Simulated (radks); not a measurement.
Initial-state core-level shifts of the erbium ion Er2+ when its valence configuration changes from [Xe] 4f12. Calculated with a radial shooting solver on a logarithmic mesh with Libxc functionals: Dirac Kohn-Sham, PBEsol, spin-unpolarised, spherical densities, point nucleus; open shells fill j = l - 1/2 first. Shifts are changes of the shell-averaged eigenvalues in eV (positive: less bound).

| valence | 2s | 3d | 4p | 5s |
|---|---|---|---|---|
| 4f11 5d1 | -6.985 | -7.708 | -7.398 | -3.903 |
| 4f10.5 5d1 6s0.5 | -12.311 | -13.443 | -12.880 | -7.302 |
| 4f11 6s1 | -9.793 | -10.460 | -10.157 | -6.682 |
| 4f11.5 5d0.5 | -3.349 | -3.687 | -3.562 | -1.928 |
| 4f11 6p1 | -10.907 | -11.568 | -11.272 | -7.806 |
| 4f10.5 5d1.5 | -10.877 | -12.034 | -11.471 | -5.901 |
| 4f11.5 6s0.5 | -4.658 | -4.968 | -4.851 | -3.257 |
| 4f10 6p2 | -23.399 | -24.910 | -23.998 | -15.931 |
| 4f10 5d2 | -15.003 | -16.638 | -15.751 | -7.906 |
